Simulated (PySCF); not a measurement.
SMILES CC(=O)[SiH2]N at its GFN2-xTB optimised geometry (Å):

```
12

C     -0.4798    -1.5777    -0.0222
C      0.3156    -0.2999     0.0000
O      1.5266    -0.2999     0.0000
Si    -0.6832     1.3441     0.0000
N     -1.7851     1.1759     1.3168
H     -1.1971    -1.5681     0.7948
H      0.1670    -2.4498     0.0503
H     -1.0421    -1.6141    -0.9535
H     -1.5266     1.4176    -1.1937
H      0.2758     2.4498     0.0562
H     -1.4295     0.9178     2.2249
H     -2.5066     1.8711     1.4268
```

Computed with PBE0/def2-TZVP run with PySCF.

Map of the electron localisation function on the plane z = 0.6 Å:

```
|                           |
|              .            |
|            -*#*-          |
|           .#@@@@=         |
|           -%@@@@%:        |
|     .    .=@@@@@@=        |
|    :::..::=@@@@@@-        |
|   .-=--=+--#@@@@+         |
|   .:===*#- .#%#=          |
|    :-+*#%.  :-.           |
|    :=*%%%-  --   :::      |
|   .-*#%%#=:+%*..=**=.     |
|   :=#%%#+:-%%#-=*##+:     |
|   .=**+-  :*#***#%#*:     |
|     ..    .=+=#####*-     |
|         :--+*++*#%#+:     |
|       -%@%#*#+:-*##+:     |
|      :%@@@@*+-  :++-.     |
|      =%@@@@*+=.  .:.      |
|      -#@@@#*%%*.          |
|      .=**+=#@@@+          |
|        .:.-#@@@%.         |
|           :#@@@%.         |
|           .=#%#-          |
|             ::.           |
|                           |
|                           |
```
Scale: ten equal steps from 0.000 (start of ' ') to 0.999 (end of '@'), in the order ' .:-=+*#%@'; x runs from -4.50 to 4.50, y from -4.50 (bottom) to 4.50 (top).
